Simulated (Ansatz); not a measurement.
The same atomization along the group O, Se, Te.

Calculated with Ansatz (gas phase, PBE0-D4/def2-TZVP geometries, no zero-point term in ΔE). CCSD(T)/CBS adds triple-zeta CCSD(T) − MP2 to the extrapolated MP2 energy (def2 sets, frozen cores). This one scheme is used for every species, atoms too. Functionals use def2-TZVPP. No spin–orbit coupling; open shells (•) take unrestricted orbitals. Spin–orbit coupling would lower the free atoms: a little for F, O, Si; clearly for Se; strongly for Te. def2 core potentials past Kr. For Se, Te outer-core shells are correlated without core-valence functions, so the limit isn't a true one: a few kJ/mol of doubt a bond, and 10 to 20 or more in all where bonds break to atoms. Scalar relativity is left out up to krypton. One conformer a species, not always the lowest.

```
                              reaction  CCSD(T)/CBS(def2) (kcal/mol)
     `O[SiH2]F` → F• + 3 H• + O• + Si•                         529.3
`F[SiH2][SeH]` → F• + 3 H• + Se• + Si•                         451.2
`F[SiH2][TeH]` → F• + 3 H• + Te• + Si•                             ?
```

(1) Fill in the missing values. (Estimate.)

Largest T1 diagnostic: 0.012, for Si•.

## Answers

(1) Computed: `F[SiH2][TeH]` → F• + 3 H• + Te• + Si•: +430.1 kcal/mol.

For atomizations the MP2-based limit and the directly extrapolated one differ by several kJ/mol either way, and by 10 to 25 for some Ge, Se and Sn compounds, so smaller differences from it don't rank the levels.
